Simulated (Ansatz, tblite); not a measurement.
Forces on the cluster Mg₃O₂ at its PBE-D4/def2-SVP geometry. Charge 0, multiplicity 1.

The xTB rows come from tblite. The structure holds 1 bond(s) between oxygen atoms. The restricted singlet is unstable towards broken spin symmetry in Hartree–Fock (as tested in another run); at PBE-D4/def2-TZVP this wasn't settled. Another isomer (singlet) lies 3.97 eV lower at PBE0-D4/def2-TZVP; other spin states weren't run for this one.

GFN1-xTB (tblite), largest force 1.40 eV/Å:

```xyz
5
positions Å, forces eV/Å
Mg   -0.664    1.368   -0.564   -0.198    0.408   -0.168
Mg   -1.592   -1.231    0.192   -0.051   -0.095    0.025
Mg    1.963    0.467    0.123    0.106   -0.020    0.022
O     0.040   -0.050    0.858    0.260   -0.592   -1.240
O     0.252   -0.553   -0.609   -0.117    0.298    1.361
```

GFN2-xTB (tblite), largest force 2.46 eV/Å:

```
Mg 0.794 -1.636 0.675
Mg 0.246 0.457 -0.121
Mg -0.514 0.094 -0.106
O 0.059 -0.219 -2.450
O -0.585 1.305 2.002
```

PBE-D4/def2-TZVP (Ansatz), largest force 0.34 eV/Å:

```
Mg 0.138 -0.286 0.118
Mg 0.149 0.168 -0.036
Mg -0.226 -0.012 -0.028
O -0.005 0.005 -0.203
O -0.056 0.125 0.150
```
